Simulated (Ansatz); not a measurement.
System: C₅H₇Si, net charge 0, doublet state. It need not be the lowest isomer of its formula. SMILES: C1([SiH3])=C[CH]C=C1
Coordinates optimised at B3LYP-D3(BJ)/def2-TZVP (Ansatz, an electronic-structure program):
```xyz
13

Si     2.0620     0.0627     0.1628
C      0.2195    -0.0112     0.0159
C     -0.5453    -1.1349    -0.1309
C     -1.9601    -0.7456    -0.2086
C     -2.0374     0.6283    -0.1066
C     -0.7200     1.1108     0.0322
H      2.6586     0.8723    -0.9294
H      2.6037    -1.3146     0.0960
H      2.4769     0.6857     1.4449
H     -0.1862    -2.1521    -0.1834
H     -2.7868    -1.4308    -0.3257
H     -2.9333     1.2274    -0.1281
H     -0.4403     2.1502     0.1353
```
Charge 0, spin multiplicity 2.

Parts of the frozen-core correlation energy in cc-pV(T+d)Z (Ansatz, hartree). Frozen orbitals: 10; correlated occupied orbitals by spin: 16 and 15; virtual: 261 and 262. Open shells are spin-unrestricted. Spin-orbit coupling is left out. No relativistic terms.

```tsv
term	value
reference (HF)	-482.37429
MP2 opposite-spin	-0.67005
MP2 same-spin	-0.20538
CCSD correlation	-0.93493
(T)	-0.04609
T1 diagnostic	0.028
largest doubles amplitude	0.041
<S^2> of the reference	0.959
```
